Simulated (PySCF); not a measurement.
Molfile (atoms numbered from 1):
```
C2H2BF3O
     RDKit          3D

  9  9  0  0  0  0  0  0  0  0999 V2000
    1.4592    1.5332    0.4997 F   0  0  0  0  0  0  0  0  0  0  0  0
    1.4057    0.3455   -0.0627 B   0  0  0  0  0  0  0  0  0  0  0  0
    2.5302   -0.3175   -0.2270 F   0  0  0  0  0  0  0  0  0  0  0  0
    0.0400   -0.2793   -0.4790 C   0  0  2  0  0  0  0  0  0  0  0  0
   -1.0416    0.6510   -0.7378 O   0  0  0  0  0  0  0  0  0  0  0  0
   -1.1463   -0.1100    0.3789 C   0  0  1  0  0  0  0  0  0  0  0  0
   -2.0858   -1.0657    0.3592 F   0  0  0  0  0  0  0  0  0  0  0  0
    0.0177   -1.1710   -1.1180 H   0  0  0  0  0  0  0  0  0  0  0  0
   -1.1208    0.3986    1.3522 H   0  0  0  0  0  0  0  0  0  0  0  0
  1  2  1  0
  2  3  1  0
  2  4  1  0
  4  5  1  0
  5  6  1  0
  6  7  1  0
  6  4  1  0
  4  8  1  6
  6  9  1  1
M  END
```

Geometry: PBE0-D3(BJ)/def2-SVP; GIAO shifts from PySCF 2.14.0 with density-fitted response routines, gas phase, non-relativistic, averaged over equivalent atoms.

At PBE0/cc-pVTZ (238 basis functions, 28 s wall time on 1 thread of an Arm Neoverse V1, shared host):
| atoms | δ (ppm) |
| --- | --- |
| F1/F3 | -70.9 |
| F7 | -159.7 |
| B2 | 23.9 |
| C6 | 88.6 |
| C4 | 41.0 |
| O5 | 71.6 |
| H9 | 5.25 |
| H8 | 2.17 |

Chemical shifts δ = σref − σ; 19F (182.60 ppm) against CFCl3; 11B (102.75 ppm) vs BF3·OEt2; TMS for 13C (187.29 ppm), 1H (31.29 ppm); H2O for 17O (334.84 ppm), all at this level.

Problem. Estimate the result of repeating the calculation with OPBE/pcSseg-2.

Solution. 
```tsv
atoms	δ at OPBE/pcSseg-2	change
F1/F3	-89.6	-18.7
F7	-172.1	-12.4
B2	23.3	-0.6
C6	92.9	+4.3
C4	43.5	+2.5
O5	81.0	+9.4
H9	5.37	+0.12
H8	2.29	+0.12
```

Shifts are taken against calculated references (same method and geometry level): CFCl3 for 19F (σref 155.15); 11B (σref 97.73) against BF3·OEt2; 13C (σref 184.41), 1H (σref 31.20) vs TMS; 17O (σref 329.21) against H2O.

The largest change is at F1/F3 (fluorine bonded to B). Cost: 280 basis functions, 46 s wall time on 1 thread of an Arm Neoverse V1, shared host.

A carbon bonded to boron is broadened by the quadrupolar boron nucleus and is often missing from a measured spectrum. Unscaled 19F shifts against computed CFCl3 carry errors that often reach 10 to 50 ppm. Experimental scales use liquid or dissolved standards, which lie at an offset from isolated H2O (liquid H2O: subtract about 36 ppm).
